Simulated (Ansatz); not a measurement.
Coupled-cluster run, C$_{2}$H$_{8}$OSi$_{2}$ (`C=C[SiH2][SiH2]O`).

```yaml
crystal:
  periodic: [false, false, false]
  atoms:
    - {symbol: C, position_ang: [-2.302369, -0.579921, 0.284488]}
    - {symbol: C, position_ang: [-1.228246, -0.571099, -0.501157]}
    - {symbol: Si, position_ang: [0.484364, -1.050807, 0.062912]}
    - {symbol: Si, position_ang: [1.765561, 0.910911, 0.271748]}
    - {symbol: O, position_ang: [1.471174, 1.946320, -0.987930]}
    - {symbol: H, position_ang: [-2.251850, -0.907503, 1.319147]}
    - {symbol: H, position_ang: [-3.280809, -0.268118, -0.070690]}
    - {symbol: H, position_ang: [-1.352683, -0.237510, -1.531242]}
    - {symbol: H, position_ang: [1.101318, -1.977082, -0.927905]}
    - {symbol: H, position_ang: [0.386152, -1.744979, 1.378203]}
    - {symbol: H, position_ang: [1.434784, 1.553746, 1.578863]}
    - {symbol: H, position_ang: [3.226061, 0.646094, 0.233660]}
    - {symbol: H, position_ang: [0.567047, 2.245248, -1.095498]}
basis:
  gaussian: {orbitals: def2-SVP}
correlation: {method: ccsd_t}
```

```sh
$ ansatz run in.yaml --threads 4 --pin off --events-out ev --progress --plain
```

The program prints (abridged):

```
Functional definition: HF
1165 factors; integrals over basis functions are off by at most 1.2e-3 eV
mean field evaluation 1: about -19937.5528 eV, gradient 3.8e1 eV
mean field evaluation 2: about -19937.5572 eV, gradient 3.8e1 eV
mean field evaluation 4: about -19941.3214 eV, gradient 3.9e0 eV
mean field evaluation 8: about -19941.3784 eV, gradient 2.6e-4 eV
mean field -19941.37840999 eV, -732.8321398154 hartree, gradient 1.0e-6 eV, S^2 0.000000; 0 other end points of the search recorded, 0 dependent functions left out
13 core orbitals not correlated: weight in the atoms' cores, before any rotation towards them, 1.000 or more for the frozen orbitals, at most 0.000 for the correlated occupied ones
reference -19941.37840999 eV, -732.8321398154 hartree; 15, 15 occupied and 90, 90 virtual orbitals, 1165 factors
second order -17.67269830 eV of doubles, -0.00000000 eV of singles
cycle   1  -18.75326672 eV  change    -1.1e0 eV  update   1.0e-1
cycle   2  -19.33631782 eV  change   -5.8e-1 eV  update   3.3e-2
cycle   3  -19.44912261 eV  change   -1.1e-1 eV  update   1.5e-2
cycle   4  -19.44680595 eV  change    2.3e-3 eV  update   4.4e-3
cycle   5  -19.44659270 eV  change    2.1e-4 eV  update   1.6e-3
cycle   6  -19.44677600 eV  change   -1.8e-4 eV  update   4.3e-4
cycle   7  -19.44665447 eV  change    1.2e-4 eV  update   1.6e-4
cycle   8  -19.44664286 eV  change    1.2e-5 eV  update   5.1e-5
cycle   9  -19.44665306 eV  change   -1.0e-5 eV  update   2.1e-5
perturbative correction -0.57177003 eV, -0.0210121611 hartree
Total energy: -19961.39683308 eV, -733.5678032950 hartree
```

It took 4.4 s on 4 threads of a server CPU on a shared host, with 0.62 GiB of host memory at the peak.

Correlation energy per correlated electron: -0.667 eV. T1 diagnostic: 0.0122.
